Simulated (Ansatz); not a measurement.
Consider the atomization: `C#C[S][GaH][F]` → 2 C• + F• + Ga• + 2 H• + S•.

Isolated molecules relaxed with PBE0-D4/def2-TZVP in Ansatz; ΔE leaves out vibrations. CCSD(T)/CBS is the MP2 limit (def2-TZVPP, def2-QZVPP) plus CCSD(T) − MP2 in def2-TZVPP, frozen cores. This one scheme is used for every species, atoms too. For atomizations the MP2-based limit and the directly extrapolated one differ by several kJ/mol either way, and by 10 to 25 for some Ge, Se and Sn compounds, so smaller differences from it don't rank the levels. Functionals use def2-TZVPP. Open shells (•) are unrestricted, without spin–orbit coupling. Spin–orbit coupling would lower the free atoms: a little for C, F, S; clearly for Ga. For Ga outer-core shells are correlated without core-valence functions, so the limit isn't a true one: a few kJ/mol of doubt a bond, and 10 to 20 or more in all where bonds break to atoms. Scalar relativity is left out up to krypton. Each species was taken in one conformer, which may not be the lowest.

| level | ΔE (eV) | difference from CCSD(T)/CBS |
| --- | --- | --- |
| revPBE-D4 | 26.97 | 0.04 |
| BLYP-D4 | 26.89 | -0.04 |
| r2SCAN0-D4 | 26.40 | -0.53 |
| BHLYP-D4 | 25.54 | -1.39 |
| B2PLYP | 26.63 | -0.30 |
| PBE-QIDH | 26.90 | -0.03 |
| revPBE | 26.48 | -0.45 |
| r2SCANh | 26.80 | -0.13 |
| CAM-B3LYP | 26.63 | -0.30 |
| LC-ωPBE | 26.86 | -0.07 |
| HF/def2-SVP | 18.73 | -8.20 |
| CCSD(T)/def2-SVP | 25.32 | -1.61 |
| MP2/def2-TZVPP | 27.35 | 0.42 |
| HF/def2-QZVPP | 18.68 | -8.25 |
| MP2/def2-QZVPP | 27.78 | 0.85 |
| CCSD/CBS(def2) | 26.27 | -0.66 |
| CCSD(T)/CBS | 26.93 | 0 |

Largest T1 diagnostic among the species: 0.014.

In def2-TZVPP, CCSD(T) changes the Hartree–Fock value by +7.57 eV (the triples alone add +0.67 eV) and MP2 by +8.71 eV; breaking electron pairs costs correlation energy, which Hartree–Fock lacks. From PBE to PBE0 (25 % exact exchange), in def2-TZVPP and without D4, ΔE moves by −0.82 eV: exact exchange takes away binding that semilocal exchange gives to molecules.
